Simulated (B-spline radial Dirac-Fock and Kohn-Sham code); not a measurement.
## How the binding energies of Gd⁶²⁺ add up

System: the Gd⁶²⁺ ion, 1s2; nuclear rms radius 5.1569 fm (A = 158).

Input of the calculation (task.json; shells as n, l, electrons):

```json
{"items": [{
  "Z": 64,
  "q": 62,
  "cfg": [[1, 0, 2]],
  "A": 158,
  "rrms": 5.1569,
  "do": ["binding"]
}]}
```

Command: `python xray_run.py task.json out`

Calculated with a radial atomic solver, using multi-electron Dirac-Fock with separately optimised hole states, Breit and Lamb-shift corrections added in first order. The model has no electron correlation. Energies are counted from the vacuum level.

All terms are in eV, carry their sign (relaxation lowers the binding energy) and add up to the binding energy; ⟨r⟩ is the mean radius of the orbital in the initial state.

```
subshell  −ε (Koopmans)  relaxation    Breit  self-energy  vacuum polarisation  binding energy  ⟨r⟩ (bohr)
       K        57958.0       -1.86  -100.43       -89.93                14.65         57780.4       0.022
```

For the deepest level, K (1s), the Breit terms make up -0.174 % of the binding energy, QED -0.130 % and orbital relaxation -0.003 %.

Going to the tabulated ground configuration of the next ion removes an electron from K (1s), computed at 57780.4 eV. NIST lists 57783.91 ± 0.08 eV as the ionisation energy of this species (theoretical), +3.51 eV from the computed value.
